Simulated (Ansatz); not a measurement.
`C[S][Cd][SH]` and `C[S][Cd][S]C` differ in one atom or group.

Ansatz, PBE0-D4/def2-TZVP geometries, multiplicity 1. Each molecule was computed in one conformer, which needn't be the lowest.

Elements past krypton have def2 core potentials.

| property | `C[S][Cd][SH]` |
| --- | --- |
| LUMO energy (PBE0/def2-TZVPP) / eV | -1.26 |
| size of the dipole moment (PBE/def2-TZVPP) / D | 1.66 |
| size of the dipole moment (B3LYP/def2-TZVPP) / D | 1.63 |
| size of the dipole moment (ωB97M-V/def2-TZVPP) / D | 1.58 |
| HOMO energy (PBE/def2-TZVPP) / eV | -5.59 |
| HOMO–LUMO gap (B3LYP/def2-TZVPP) / eV | 4.98 |

Give the same properties after the change, and the shifts. (Estimate.)

Computed: 
| property | `C[S][Cd][S]C` | shift |
| --- | --- | --- |
| LUMO energy (PBE0/def2-TZVPP) / eV | -1.15 | 0.11 |
| size of the dipole moment (PBE/def2-TZVPP) / D | 1.83 | 0.17 |
| size of the dipole moment (B3LYP/def2-TZVPP) / D | 1.81 | 0.18 |
| size of the dipole moment (ωB97M-V/def2-TZVPP) / D | 1.78 | 0.20 |
| HOMO energy (PBE/def2-TZVPP) / eV | -5.48 | 0.11 |
| HOMO–LUMO gap (B3LYP/def2-TZVPP) / eV | 4.99 | 0.01 |

Dipoles are sizes alone; their direction can turn.

B3LYP here is the variant with VWN-RPA as its local correlation; programs differ in this.

Positive LUMOs are unbound, so they and the gaps depend on the basis.
